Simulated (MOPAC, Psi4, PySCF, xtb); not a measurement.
Conformational energy of SMILES COC(=O)c1ccccc1. Scanned: dihedral C1–O2–C3–O4; all other coordinates were relaxed at GFN2-xTB. Points at φ and −φ are mirror images. Heavy atoms are numbered in the order of the SMILES COC(=O)c1ccccc1, hydrogens after them in the order of the atoms that carry them; the mirror image has the same energies with the sign of each dihedral reversed.

Levels: GFN1-xTB // GFN2-xTB (xtb); PM3, restricted, heats of formation // GFN2-xTB (MOPAC); RHF/3-21G = restricted Hartree-Fock/3-21G, density fitting // GFN2-xTB (PySCF 2.14.0); PBE-D3(BJ)/def2-SVP // GFN2-xTB (Psi4).

Energies relative to the lowest point of each profile, in kcal/mol:

```
φ / °  GFN1-xTB  PM3  RHF/3-21G
-----  --------  ---  ---------
-150       11.0  4.3       15.9
-120       12.7  5.1       13.1
-90        13.0  5.4       11.0
-60         8.6  4.1        7.8
-30         2.7  2.2        2.9
0           0.0  0.0        0.0
30          2.7  2.2        2.9
60          8.6  4.1        7.8
90         13.0  5.4       11.0
120        12.7  5.1       13.1
150        11.0  4.3       15.9
180        10.7  2.4       19.3
```

Q: Predict the corresponding PBE-D3(BJ)/def2-SVP column.

A: -150: 11.5; -120: 12.4; -90: 12.5; -60: 8.8; -30: 3.0; 0: 0.0; 30: 3.0; 60: 8.8; 90: 12.5; 120: 12.4; 150: 11.5; 180: 12.5 (kcal/mol).
